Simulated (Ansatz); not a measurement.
CH$_{4}$BFN$_{2}$, SMILES `N=C(N)BF`. The species carries charge 0 and has multiplicity 1. All single points use the PBE0-D4/def2-TZVP geometry. It is one conformer, not always the lowest.

```xyz
9

N    -1.219   -0.357   -0.996
C    -0.315    0.057   -0.184
N    -0.492    1.206    0.523
B     1.026   -0.733    0.020
F     1.890   -0.336    0.939
H    -0.900   -1.203   -1.462
H     0.120    1.422    1.287
H    -1.395    1.651    0.496
H     1.285   -1.707   -0.625
```

(1) What is the dipole moment at ωB97M-V/def2-TZVPP? (An estimate is asked.)

(2) And with PBE, r2SCAN, B3LYP? (Estimate.)

(3) Give the Mulliken charges with ωB97M-V, r2SCAN, PBE in def2-TZVPP. (Best estimate.)

## Answers

(1) Ansatz gave: 1.70 D, with components (1.03, 0.34, 1.31) D in this frame, pointing from negative to positive charge.

(2) Computed: PBE 1.69 D, r2SCAN 1.70 D, B3LYP 1.65 D.

(3) Ansatz gave: 
```
atom  ωB97M-V  r2SCAN    PBE
  N1    -0.27   -0.33  -0.25
  C2     0.13    0.14   0.03
  N3    -0.24   -0.33  -0.26
  B4     0.17    0.29   0.20
  F5    -0.23   -0.25  -0.19
  H6     0.12    0.16   0.15
  H7     0.14    0.18   0.18
  H8     0.14    0.18   0.17
  H9     0.04   -0.03  -0.03
```

B3LYP here is the variant with VWN-RPA as its local correlation; programs differ in this.
